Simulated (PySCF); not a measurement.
# Radial density of N²⁺ (nitrogen, charge +2)

UHF, [He] 2s1 2p1 3s1, high-spin 4P determinant (an excited configuration). All numbers are calculated (PySCF 2.14, scalar relativity by spin-free X2C-1e, in dyall-av3z (15s9p3d2f, 71 functions)).

```csv
r (bohr),4πr²ρ (e/bohr),4πr²(ρα − ρβ)
0.00309,0.02476,0.0010
0.00520,0.06721,0.0028
0.00875,0.1791,0.0076
0.0147,0.4627,0.0195
0.0248,1.131,0.0475
0.0416,2.519,0.1049
0.0700,4.799,0.1941
0.118,7.039,0.2623
0.198,6.723,0.2150
0.333,3.396,0.2998
0.561,1.730,1.2687
0.943,1.981,1.9707
1.59,0.7364,0.7364
2.67,0.4496,0.4496
4.49,0.1341,0.1341
7.55,0.003250,0.0032
```

Densities and radii are taken from the X2C orbitals without a picture-change correction, which distorts them close to the nucleus.

The outer electron is Rydberg-like, and this basis confines it to a smaller radius and binds it less than a complete one would.
